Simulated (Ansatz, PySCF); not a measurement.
This triplet lies 1.19 eV below the relaxed singlet at the level B3LYP/cc-pVTZ // PBE0-D3(BJ)/def2-TZVP (Ansatz, a first-principles code).

## CHN$_{2}$, SMILES `C(#N)[NH+]` (lower triplet) (charge 1, multiplicity 3)

All values below come from PBE0-D3(BJ)/def2-TZVP in PySCF 2.14.0.

The highest occupied spin orbital is -17.94 eV and the total energy is -4017.06 eV. The cost is very roughly 23 core-seconds.

Bond lengths (Å): N1–C2 1.284, C2–N3 1.163, N3–H4 1.018. Bond angles (°): N1–C2–N3 180.0, C2–N3–H4 180.0.
Charge +1, spin multiplicity 3.
